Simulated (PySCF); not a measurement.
C₂H₅BCl₂, SMILES CCB(Cl)Cl. The structure is a stationary point at PBE0-D3(BJ)/def2-SVP. Other conformers were not sampled.

**Question.** Give the equilibrium geometry at PBE0-D3(BJ)/def2-SVP (PySCF confirms it by a frequency run) as Cartesian coordinates in Å, and its point group. (Estimate from the structure and the level; the computed values follow.)

**Answer.** Several could match; the one computed here: point group Cs.
```xyz
10

B      0.1114     0.1786     0.0000
Cl    -1.6149    -0.1327     0.0000
Cl     0.6363     1.8556     0.0000
C      1.1662    -0.9731     0.0000
C      0.6499    -2.4046     0.0000
H      1.8269    -0.7857    -0.8680
H      1.8269    -0.7857     0.8680
H      0.0266    -2.6065     0.8841
H      0.0266    -2.6065    -0.8841
H      1.4761    -3.1310     0.0000
```
